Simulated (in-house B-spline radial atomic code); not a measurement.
Orbital energies and mean radii along the 6-electron series, configuration [He] 2s2 2p2. The effective charge is n√(-2ε), a non-relativistic measure. Computed with a radial B-spline atomic code at the basis-set limit: Dirac-Hartree-Fock, average of the configuration, finite nuclei.

```tsv
ion	Z	energy of 2s1/2 (Eh)	mean radius of 2s1/2 (bohr)	energy of 2p3/2 (Eh)	mean radius of 2p3/2 (bohr)	energy of 2p1/2 (Eh)	mean radius of 2p1/2 (bohr)	energy of 1s1/2 (Eh)	mean radius of 1s1/2 (bohr)	effective charge of 2s1/2
Mg6+	12	-9.1044	0.6082	-8.2114	0.54627	-8.2268	0.54507	-56.344	0.1296	8.5344
Al7+	13	-11.392	0.55161	-10.394	0.49173	-10.417	0.49045	-67.385	0.11925	9.5466
Si8+	14	-13.934	0.50462	-12.828	0.44718	-12.861	0.44582	-79.44	0.11041	10.558
P9+	15	-16.729	0.46498	-15.512	0.41009	-15.558	0.40863	-92.508	0.10279	11.569
S10+	16	-19.779	0.43108	-18.448	0.37871	-18.509	0.37716	-106.59	0.096133	12.579
Cl11+	17	?	?	?	?	?	?	?	?	?
Ar12+	18	-26.646	0.37613	-25.071	0.32848	-25.176	0.32676	-137.82	0.085084	14.6
K13+	19	?	?	?	?	?	?	?	?	?
Ca14+	20	-34.539	0.33347	-32.697	0.29004	-32.868	0.28814	-173.15	0.07628	16.623
```

Q: Fill in the row of Cl11+.

A: energy of 2s1/2 (Eh): -23.085; mean radius of 2s1/2 (bohr): 0.40175; energy of 2p3/2 (Eh): -21.634; mean radius of 2p3/2 (bohr): 0.3518; energy of 2p1/2 (Eh): -21.715; mean radius of 2p1/2 (bohr): 0.35018; energy of 1s1/2 (Eh): -121.7; mean radius of 1s1/2 (bohr): 0.090277; effective charge of 2s1/2: 13.59.

Q: Fill in the row of K13+.

A: energy of 2s1/2 (Eh): -30.464; mean radius of 2s1/2 (bohr): 0.35354; energy of 2p3/2 (Eh): -28.758; mean radius of 2p3/2 (bohr): 0.30806; energy of 2p1/2 (Eh): -28.894; mean radius of 2p1/2 (bohr): 0.30626; energy of 1s1/2 (Eh): -154.97; mean radius of 1s1/2 (bohr): 0.080447; effective charge of 2s1/2: 15.611.

Q: How does the screening of 2s1/2 change?

A: Z less the effective charge goes from 3.47 at Z = 12 to 3.38 at Z = 20.
